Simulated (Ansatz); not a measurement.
## C2H4F3Si: where a starting geometry ends

The starting geometry of this gas-phase doublet is a saddle point at PBE0-D3(BJ)/def2-SVP, pushed by 0.25 Å along its imaginary mode; its bonds are those of `C[CH][Si](F)(F)F`.

```yaml
atoms:
  - { symbol: C, position_ang: [-1.9138, 0.8852, -0.2208] }
  - { symbol: C, position_ang: [-1.4598, -0.4475, -0.7152] }
  - { symbol: F, position_ang: [-2.2628, -2.2282, 1.3368] }
  - { symbol: F, position_ang: [0.2276, -1.6420, 1.2472] }
  - { symbol: F, position_ang: [-0.7746, -3.1798, -0.5696] }
  - { symbol: Si, position_ang: [-1.0712, -1.8814, 0.3308] }
  - { symbol: H, position_ang: [-2.8719, 1.1872, -0.7114] }
  - { symbol: H, position_ang: [-2.0799, 0.9055, 0.8849] }
  - { symbol: H, position_ang: [-1.1518, 1.6701, -0.4694] }
  - { symbol: H, position_ang: [-1.3393, -0.5526, -1.8187] }
```

Q: Predict what it relaxes into with PBE0-D3(BJ)/def2-SVP.

A: It keeps its bonds, and is `C[CH][Si](F)(F)F`.

The energy falls by 0.04 eV over 23 steps:

| step | E − E(last) (eV) |
| --- | --- |
| 1 | 0.041 |
| 3 | 0.018 |
| 6 | 0.016 |
| 8 | 0.014 |
| 11 | 0.008 |
| 13 | 0.004 |
| 16 | 0.001 |
| 18 | 0.000 |
| 21 | 0.000 |
| 23 | 0.000 |

Final geometry (Å):

```yaml
atoms:
  - { symbol: C, position_ang: [-2.0664, 0.8129, -0.2611] }
  - { symbol: C, position_ang: [-1.2167, -0.3410, -0.6549] }
  - { symbol: F, position_ang: [-1.8776, -1.7531, 1.6798] }
  - { symbol: F, position_ang: [0.5123, -2.1218, 0.7629] }
  - { symbol: F, position_ang: [-1.4780, -3.1792, -0.4403] }
  - { symbol: Si, position_ang: [-1.0105, -1.8521, 0.3323] }
  - { symbol: H, position_ang: [-2.8417, 1.0117, -1.0236] }
  - { symbol: H, position_ang: [-2.5682, 0.6607, 0.7044] }
  - { symbol: H, position_ang: [-1.4683, 1.7403, -0.1950] }
  - { symbol: H, position_ang: [-0.6826, -0.2620, -1.6101] }
```

Frequencies at the end are all real (lowest 30 cm⁻¹). Open shells are spin-unrestricted. Run with Ansatz 0.2.0, 110 s on 2 threads of Arm Neoverse V1, on a shared host.
